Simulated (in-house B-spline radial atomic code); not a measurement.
**The tin ion Sn⁴⁺: [Kr] 4d10**

Method: non-relativistic Hartree-Fock with fractional occupations, spin-polarised, spherical fractional occupations, point nucleus. Calculated with a radial B-spline atomic code at the basis-set limit.

Screening seen three ways: the hydrogenic charge with the same mean radius, Z_r = [3n² - l(l+1)]/(2<r>), the one with the same energy, Z_e = n√(-2ε), and Slater's rules. Values are occupation-weighted means over spin.

| shell | electrons | ε (eV) | <r> (bohr) | Z_r | Z_e | Slater |
| --- | --- | --- | --- | --- | --- | --- |
| 1s | 2 | -28375 | 0.03042 | 49.31 | 45.67 | 49.70 |
| 2s | 2 | -4313.2 | 0.1313 | 45.71 | 35.61 | 45.85 |
| 2p | 6 | -4027.9 | 0.1122 | 44.58 | 34.41 | 45.85 |
| 3s | 2 | -901.31 | 0.3506 | 38.51 | 24.42 | 38.75 |
| 3p | 6 | -781.95 | 0.3421 | 36.54 | 22.74 | 38.75 |
| 3d | 10 | -563.1 | 0.3136 | 33.49 | 19.30 | 28.85 |
| 4s | 2 | -191 | 0.8511 | 28.20 | 14.99 | 22.25 |
| 4p | 6 | -149.22 | 0.8995 | 25.57 | 13.25 | 22.25 |
| 4d | 10 | -78.275 | 1.059 | 19.83 | 9.59 | 10.85 |

The least bound orbital is 4d at -78.27 eV, and it is also the most diffuse (<r> = 1.059 bohr).

The density falls to 0.001 bohr⁻³ at 2.727 bohr; Σ<r²> = 22.658 bohr² gives, by the non-relativistic formula and without the paramagnetism of open shells, a Langevin diamagnetic susceptibility of -17.94×10⁻⁶ cm³/mol.
